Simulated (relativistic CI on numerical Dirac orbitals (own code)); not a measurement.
**Co2+: 3p photoemission**

Computed with this model: Dirac-Coulomb-Breit CI, KLI orbitals optimised for each configuration, QED by a radiative potential, multiplet model of photoemission in the sudden approximation, unscaled Slater integrals; configurations [Ar] 3d7 → [Ne] 3s2 3p5 3d7; 300 K; Lorentzian 0.8 eV and Gaussian 0.6 eV FWHM. Energies are those of the free ion, without screening or charge transfer. The energies are binding energies and can lie tens of eV above those of solids. S is read from ⟨S²⟩ = S(S + 1).

Field parameters in Wybourne normalisation: D4h B²₀ = −7Ds, B⁴₀ = 21(Dq − Dt), B⁴₄ = 21√(5/14) Dq. The field is a parameter set, without covalency.

Computed curve for D4h, 10Dq = 13750, Ds = -1500, Dt = 640 cm⁻¹, scaled to 100 at the maximum (points under 2 are left out and the grid is thinned):

Energy (eV), Intensity and a bar:
```
     84.5        2.1 
     85.1        2.7 
     85.6        3.5 
     86.2        5.1 #
     86.7        7.7 ##
     87.3       15.2 ####
     87.8       35.8 ###########
     88.4       91.6 #############################
     88.9       93.7 ##############################
     89.5       66.9 #####################
     90.0       46.4 ###############
     90.6       37.4 ############
     91.1       36.4 ###########
     91.7       42.1 #############
     92.2       53.2 #################
     92.8       70.6 ######################
     93.3       67.7 #####################
     93.9       53.7 #################
     94.4       39.0 ############
     95.0       21.9 ######
     95.6       11.6 ###
     96.1        7.8 ##
     96.7        6.5 #
     97.2        6.8 ##
     97.8       10.4 ###
     98.3       21.2 ######
     98.9       39.9 ############
     99.4       33.4 ##########
    100.0       24.3 #######
    100.5       19.3 ######
    101.1        8.6 ##
    101.6        5.0 #
    102.2        3.5 
    102.7        3.5 
    103.3        5.2 #
    103.8        7.4 ##
    104.4        8.5 ##
    104.9        7.3 ##
    105.5        8.1 ##
    106.0        7.5 ##
    106.6        5.3 #
    107.2        4.5 #
    107.7        5.4 #
    108.3       11.6 ###
    108.8       18.2 #####
    109.4       17.0 #####
    109.9       13.5 ####
    110.5       23.9 #######
    111.0       39.4 ############
    111.6       45.5 ##############
    112.1       40.4 #############
    112.7       25.2 ########
    113.2       15.5 ####
    113.8        6.7 ##
    114.3        3.7 #
    114.9        2.3 
    116.0        2.1 
    116.6        2.7 
    117.1        2.8 
    117.7        2.1
```

The ground state has S = 1.50, and the centroid lies at 96.93 eV.
